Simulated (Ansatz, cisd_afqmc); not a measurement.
System: Ru, charge 0, quintet.

Total energies in def2-TZVPP, 8 correlated electrons, 4 frozen orbitals. UHF or UKS for unpaired electrons; spin-orbit terms are left out. Cores are frozen in correlated methods (noble-gas shells, and filled d and f shells in the p block). Past Kr the def2 sets carry scalar-relativistic core potentials. AFQMC/CISD: phaseless, guided by CISD from CCSD amplitudes; bars are statistical, one sigma. Outlying blocks are dropped, and bars are widened where a walk drifts. Over all cases where full CI ran beside it in this data, AFQMC minus full CI had a median of +0.1 mEh and passed +0.4 mEh in a tenth of the cases.

```json
[
 {"method": "HF", "program": "Ansatz", "energy (Eh)": "-94.12342", "minus CCSDT(Q) (mEh)": "191.05"},
 {"method": "MP2", "program": "Ansatz", "energy (Eh)": "-94.30542", "minus CCSDT(Q) (mEh)": "9.05"},
 {"method": "CCSD", "program": "Ansatz", "energy (Eh)": "-94.30754", "minus CCSDT(Q) (mEh)": "6.93"},
 {"method": "CCSD(T)", "program": "Ansatz", "energy (Eh)": "-94.31410", "minus CCSDT(Q) (mEh)": "0.38"},
 {"method": "CCSDT(Q)", "program": "Ansatz", "energy (Eh)": "-94.31447", "minus CCSDT(Q) (mEh)": "0.00"},
 {"method": "AFQMC/CISD", "program": "cisd_afqmc", "energy (Eh)": "-94.3135 ± 0.0003", "minus CCSDT(Q) (mEh)": "1.0 ± 0.3"}
]
```

Ansatz is a first-principles code.
